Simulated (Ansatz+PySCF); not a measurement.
**septet MnH2O(+): levels of theory in one basis**

```xyz
4

Mn    0.0000    0.0000    0.0000
O     0.0000    0.0000    2.2672
H     0.7750    0.0000    2.8422
H    -0.7750    0.0000    2.8422
```

Basis set: def2-SVP (spherical functions). Left uncorrelated: 6 orbitals. Correlation on ROHF uses semicanonical orbitals with singles. Charge 1, multiplicity 7.

Computed with Ansatz (development build ahead of 0.2.0); each method stands on the lowest determinant of its kind that the runs found.

| method | E − E(ROHF) (eV) | <S²> of the determinant |
| --- | --- | --- |
| ROHF | 0.00 | 12.00 |
| UHF | -0.01 | 12.00 |
| ROHF-MP2 | -10.74 | – |
| UHF-MP2 | -10.74 | 12.00 |

Problem. Is a single determinant a sound starting point here?

Solution. By this sign, yes. Unrestricted orbitals gain 0.01 eV and <S²> is 12.00 against 12.00 for a pure state.

Caution: other spin multiplicities were not run.
